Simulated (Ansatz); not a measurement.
BGaH$_{3}$N (`[BH]1[NH][GaH]1`), one more setting.

```yaml
crystal:
  periodic: [false, false, false]
  atoms:
    - {symbol: B, position_ang: [-0.596328, -0.759467, -0.315187]}
    - {symbol: N, position_ang: [0.293202, 0.215069, -0.672517]}
    - {symbol: Ga, position_ang: [0.080810, 0.278621, 1.268034]}
    - {symbol: H, position_ang: [-1.259863, -1.610033, -0.820635]}
    - {symbol: H, position_ang: [0.643649, 0.475463, -1.587076]}
    - {symbol: H, position_ang: [0.880629, 1.336347, 2.081281]}
basis:
  gaussian: {orbitals: aug-cc-pVDZ, point_charges: [{charge: -1.00, position_ang: [4.672, 0.155, 0.247]}]}
total_charge: -1
magnetization: {spin_polarized: false, initial_magnetization: 1}
hamiltonian: {xc: {name: rPW86-PBE}, dispersion: d3bj}
accuracy: high
output: {forces: true}
```

```sh
$ ansatz run in.yaml --threads 2 --pin off --events-out ev --progress --plain --max-ram 4352MiB
```

Output, abridged:

```
Functional definition: rPW86-PBE
2121 factors; integrals over basis functions are off by at most 4.4e-9 eV
mean field evaluation 1: about -54609.4107 eV, gradient 4.9e1 eV
mean field evaluation 2: about -54609.4095 eV, gradient 4.9e1 eV
mean field evaluation 4: about -54613.6245 eV, gradient 2.8e1 eV
mean field evaluation 8: about -54616.5028 eV, gradient 2.7e0 eV
mean field evaluation 16: about -54616.5785 eV, gradient 2.7e-1 eV
mean field evaluation 32: about -54616.5797 eV, gradient 1.4e-5 eV
mean field -54616.57967537 eV, -2007.1222826224 hartree, gradient 9.0e-8 eV, S^2 0.750000; 10 other end points of the search recorded, 0 dependent functions left out
reference -54616.57968146 eV, -2007.1222828463 hartree; 24, 23 occupied and 85, 86 virtual orbitals, 2121 factors
Total energy: -54616.66444375 eV, -2007.1253978031 hartree
Atom 0 at    -0.596328    -0.759467    -0.315187 Å, force    -0.441080    -0.170760     0.123639 eV/Å
Atom 1 at     0.293202     0.215069    -0.672517 Å, force    -0.008501     0.129806    -0.609700 eV/Å
Atom 2 at     0.080810     0.278621     1.268034 Å, force     0.075471     0.057153     0.879261 eV/Å
Atom 3 at    -1.259863    -1.610033    -0.820635 Å, force    -0.068123    -0.267933    -0.147698 eV/Å
Atom 4 at     0.643649     0.475463    -1.587076 Å, force     0.261005     0.153964    -0.381116 eV/Å
Atom 5 at     0.880629     1.336347     2.081281 Å, force     0.000291     0.111186     0.122783 eV/Å
Dipole moment:     2.135017    -0.064200     1.024597 e Å
```

Run time 2 min (2 threads of an Arm Neoverse V1 on a shared host); peak host memory 0.7 GiB.
